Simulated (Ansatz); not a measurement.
```xyz
10

C    -0.1180   -0.7552   -1.2853
N     0.5834   -0.5454   -0.0315
Sn    0.1375    0.9893    1.1657
F    -1.6624    0.7642    1.8440
H     0.4733   -1.3941   -1.9490
H    -0.2489    0.2002   -1.8008
H    -1.1114   -1.2073   -1.1748
H     0.7665   -1.4133    0.4509
H     0.0532    2.4082    0.2365
H     1.1270    0.9533    2.5445
```

Total charge 0; spin multiplicity 1. Sn: def2 effective core potential.

Problem. List the B3LYP/def2-TZVPP orbital energies in eV (Ansatz). (An estimate is asked.)

Solution. Ansatz gave: Occupied: -669.81, -389.41, -277.57, -139.21, -94.10, -94.04, -94.04, -30.65, -28.48, -28.36, -28.25, -28.24, -27.80, -23.66, -18.13, -14.54, -12.96, -11.81, -11.45, -10.55, -10.47, -10.20, -9.16, -9.10, -6.78. Lowest empty: -0.56, -0.21, 0.09, 1.21, 1.45, 2.21, 2.51, 3.02.

B3LYP here is the variant with VWN-RPA as its local correlation; programs differ in this.
